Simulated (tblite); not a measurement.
CH₈GePSi (doublet state).
Bonds: Si1–C2, C2–Ge3, Ge3–P4. Hydrogens: H5, H6, H7 on Si1; H8, H9 on C2; H10 on Ge3; H11, H12 on P4.

Computed with GFN2-xTB (tblite), gas phase: L-BFGS steps from a force-field or distance-geometry start until the largest atomic force falls under 0.01 eV/Å.

Step 18: E = -336.0738 eV
```
atom  x, y, z in Å  |  force x, y, z in eV/Å
Si1    -1.4984    0.7332    0.1923   -0.008   0.017  -0.009
C2     -0.8782   -1.0243   -0.1874   -0.062   0.040  -0.012
Ge3     1.0801   -1.2748    0.2312    0.065   0.029   0.034
P4      2.2873    0.2505   -1.1573   -0.031  -0.009  -0.045
H5     -2.9378    0.7920   -0.0974    0.034  -0.016   0.008
H6     -0.7977    1.7026   -0.6612   -0.012  -0.042   0.025
H7     -1.2743    1.0591    1.6057    0.002  -0.026  -0.059
H8     -1.4599   -1.7456    0.3863    0.014   0.008   0.003
H9     -1.0301   -1.2604   -1.2411   -0.014   0.004  -0.004
H10     1.1384   -0.6364    1.7083    0.000   0.005   0.004
H11     3.4682    0.0826   -0.4437   -0.021  -0.016  -0.004
H12     1.9036    1.3209   -0.3619    0.034   0.007   0.059
```

Step 19: E = -336.0747 eV
```
atom  x, y, z in Å  |  force x, y, z in eV/Å
Si1    -1.4988    0.7330    0.1914   -0.017   0.022  -0.008
C2     -0.8770   -1.0230   -0.1890   -0.081  -0.002  -0.011
Ge3     1.0823   -1.2707    0.2321    0.035   0.006   0.025
P4      2.2866    0.2529   -1.1558   -0.046  -0.009  -0.074
H5     -2.9391    0.7890   -0.0970    0.046  -0.012   0.009
H6     -0.7960    1.7013   -0.6613   -0.017  -0.036   0.021
H7     -1.2737    1.0594    1.6044    0.000  -0.025  -0.056
H8     -1.4578   -1.7453    0.3857    0.029   0.024   0.009
H9     -1.0358   -1.2619   -1.2414    0.014   0.016   0.002
H10     1.1343   -0.6307    1.7079    0.003   0.007   0.008
H11     3.4715    0.0797   -0.4522   -0.007  -0.014   0.012
H12     1.9047    1.3157   -0.3508    0.042   0.024   0.065
```

Task: Estimate the geometry and energy of step 20. (The exact step hangs on the optimiser's Hessian estimate; all steps are aligned on step 19, rigid shifts and turns removed.)

Result: E = -336.0755 eV, largest force 0.085 eV/Å
```
atom  x, y, z in Å  |  force x, y, z in eV/Å
Si1    -1.4994    0.7331    0.1902   -0.019   0.011  -0.009
C2     -0.8770   -1.0214   -0.1908   -0.062  -0.039  -0.005
Ge3     1.0852   -1.2667    0.2335   -0.016  -0.013   0.007
P4      2.2852    0.2555   -1.1555   -0.047   0.006  -0.071
H5     -2.9397    0.7858   -0.0964    0.039  -0.005   0.005
H6     -0.7946    1.6993   -0.6611   -0.015  -0.019   0.007
H7     -1.2731    1.0594    1.6021    0.000  -0.020  -0.037
H8     -1.4554   -1.7448    0.3855    0.031   0.030   0.019
H9     -1.0414   -1.2633   -1.2419    0.037   0.024   0.001
H10     1.1300   -0.6246    1.7075    0.008   0.011   0.013
H11     3.4747    0.0766   -0.4610   -0.007  -0.013   0.014
H12     1.9068    1.3104   -0.3381    0.051   0.027   0.054
```

The energy changes by -0.0008 eV. The first-order estimate −F·Δx gives -0.0011 eV and the mean of the old and new forces, exact on a quadratic surface, -0.0008 eV. The step makes an angle of 73° with the force vector and moves no atom by more than 0.014 Å.

The cost below is that of the whole relaxation. Time: 0.54 s wall. Hardware: Arm Neoverse V2, one thread, no GPU, shared host with 96 logical CPUs at a one-minute load of 83.
